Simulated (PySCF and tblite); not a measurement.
Values are calculated unless marked as measured or tabulated.
System: C₅H₈BFO₂, numbered as in [OH:1][B:2]([OH:3])[C:4]1=[CH:5][C@H:6]([F:7])[CH2:8][CH2:9]1.

Motion: rotation about the B2–C4 bond (torsion O1–B2–C4–C5 from 176° to 364°, rising). GFN2-xTB gives an electronic barrier of 1.9 kcal/mol.

(1) What does PBE0/pcSseg-1 + D3(BJ), IEF-PCM chloroform give on GFN2-xTB geometries?

Programs: tblite and PySCF.

Results:

(1) A barrier of 3.5 kcal/mol, 1.6 above the tight-binding barrier (from unrounded values) and, with GFN2-xTB thermal terms, ΔG‡(298 K) = 3.9 kcal/mol and k = 1.6×10¹⁰ s⁻¹ (2 equivalent paths).
